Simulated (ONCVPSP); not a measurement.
**vanadium (V): variants of one ONCV potential**

Base potential:

```json
{"Element": "vanadium (V)", "Generator": "ONCVPSP 4.0.1", "Type": "optimised norm-conserving Vanderbilt (ONCV)", "Functional": "PBE", "Relativity": "scalar-relativistic", "Frozen core": "[Ne]", "Valence charge": "13", "Reference configuration": "3s2 3p6 3d3 4s2", "Partial waves": "3s+4s: rc 1.25 bohr, ncon 4, nbas 8, qcut 7.7 1/bohr, 2 projectors; 3p: rc 1.15 bohr, ncon 5, nbas 9, qcut 9.9 1/bohr, 2 projectors, debl 1.9 Ha; 3d: rc 1.35 bohr, ncon 3, nbas 7, qcut 12.5 1/bohr, 2 projectors, debl 2.1 Ha", "Local potential": "polynomial inside 0.95 bohr (lpopt 5, dvloc0 0 Ha)", "Core correction": "none"}
```

All-electron outer shells of the reference configuration (PBE, scalar-relativistic, ld1.x):

```csv
shell,level (eV),outermost node (bohr),outermost maximum (bohr)
2p,-503.16,–,0.21
3s,-70.24,0.38,0.82
3p,-44.04,0.35,0.84
3d,-5.16,–,0.90
4s,-4.70,1.17,2.76
```

Cutoffs, loose and tight: the cutoffs (Ha) at which the residual kinetic energy of the hardest occupied pseudo-wave falls to 1 and 0.1 mHa per electron. They do not see the model core or the augmentation charge, which bear on the density cutoff. Test errors are all-electron minus pseudo excitation energies from the reference, over the configurations 3s2 3p6 3d3 4s1; 3s2 3p6 3d3 4s0; 3s2 3p6 3d2 4s0; 3s2 3p6 3d2 4s2. A dash means not determined; rows that change the core or the reference have their own tests.

```csv
change,outcome,"cutoff, loose","cutoff, tight",bound ghosts,GHOST(+) flags above zero,largest test error (meV)
base,generated,52 Ha,62 Ha,none,none,+14
s: qcut 6.5,generated,52 Ha,107 Ha,none,none,+15
s: qcut 7.9,generated,52 Ha,60 Ha,none,none,+14
s: qcut 8.7,generated,52 Ha,60 Ha,none,s,+13
s: qcut 10,generated,52 Ha,60 Ha,none,s,+13
s: qcut 10.5,generated,52 Ha,60 Ha,none,none,+12
s: qcut 11.3,generated,52 Ha,60 Ha,none,none,+12
```

Question: What comes out with this change to the base: s: qcut 4.5?

Answer: outcome: generated; cutoff, loose: 101 Ha; cutoff, tight: 119 Ha; bound ghosts: none; GHOST(+) flags above zero: s; largest test error (meV): +15.

Question: What comes out with this change to the base: s: qcut 7.2?

Answer: outcome: generated; cutoff, loose: 52 Ha; cutoff, tight: 97 Ha; bound ghosts: none; GHOST(+) flags above zero: none; largest test error (meV): +14.

Question: What comes out with this change to the base: s: qcut 5.3?

Answer: outcome: generated; cutoff, loose: 95 Ha; cutoff, tight: 116 Ha; bound ghosts: none; GHOST(+) flags above zero: s; largest test error (meV): +15.

Reading the sweep of the qcut of the s channel (base included, trends over the rows without a ghost): The loose cutoff falls from 101 Ha at 4.5 to 52 Ha at 11.3 1/bohr. The median size of the test errors (rows with all tests solved) rises from 2.4 meV at 4.5 to 4.0 meV at 11.3 1/bohr.
